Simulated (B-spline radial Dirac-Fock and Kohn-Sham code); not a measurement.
Z = 10 (neon), transition energy 200 keV. Level of theory: a Dirac-Hartree-Slater potential of the neutral atom with a Latter tail (no hole, which puts coefficients of high multipoles low close above an edge), finite nucleus with surface currents; an atomic code on a B-spline grid. Subshells that would emit electrons below 1 keV are left out.

Problem. A pure transition shows α(K) = 0.00274, L1/L2 = 345 and L1/L3 = 227. What is its multipolarity?
A. E2
B. M2
C. M3
D. E4
E. E1
F. M4
G. M1
H. E3

Solution. A. For comparison, α(K), L1/L2, L1/L3 are E1 0.000363, 770, 386; E3 0.0176, 153, 118; E4 0.107, 80.1, 66.2; M1 0.000223, 388, 578; M2 0.00134, 195, 375; M3 0.00794, 117, 168; M4 0.0472, 78.0, 85.3.

Values without a named source are computed, but for edge energies of neutral atoms, which are taken from tables.
